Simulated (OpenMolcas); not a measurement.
Pt3+ among 6 point charges of -1.7 e arranged as a tetragonal octahedron (D4h). The axial distance is 0.96 times the equatorial one, R.

| Property | Result |
| --- | --- |
| Program | OpenMolcas |
| Method | CASSCF |
| Basis | ANO-RCC-VTZP [8s7p5d3f1g] |
| Scalar Hamiltonian | DKH2, point nucleus |
| Active space | 7 electrons in 5 orbitals (5d) |
| State averaging | 2S+1 = 4 even, 10 roots; 2S+1 = 2 even, 40 roots |
| Spin-orbit coupling | state interaction with AMFI integrals over the reference wave functions |

All point charges move together. At R = 1.95 Å the first state of the same spin is 694.1 cm-1, and at R = 2.08 Å it is 584.7 cm-1.

Question: A third run gives 477.5 cm-1. What distance was it run at?

Answer: With a power law R^-n the two known points give n = -ln(584.7 / 694.1) / ln(2.08 / 1.95) = 2.66. Then R = 1.95 × (694.1 / 477.5)^(1/2.66) = 2.244 Å. The run was at 2.2 Å, so the estimate is off by +0.044 Å.

An orbital doublet at a regular site is open to a Jahn-Teller distortion, which this geometry leaves out. Without dynamic correlation the repulsion within the d shell is too large (B by tens of per cent), so at a given field states of lower spin stand too high. This shell can be high or low spin here, a state of another spin lies low, and with metal d orbitals alone active their balance is uncertain, so the ground spin may be wrong. Point charges give a weaker field than real ligands, and real ions of this kind are as a rule low spin; the high spin found here belongs to the model. Spin-orbit coupling mixes the spin-free states strongly: the lowest level takes only 70 % from its leading state, 4E (figures for R = 1.95; the like holds for R = 2.08, R = 2.2). Point charges carry no covalency, so the field is a model and not that of real ligands. No measured value stands beside these numbers.
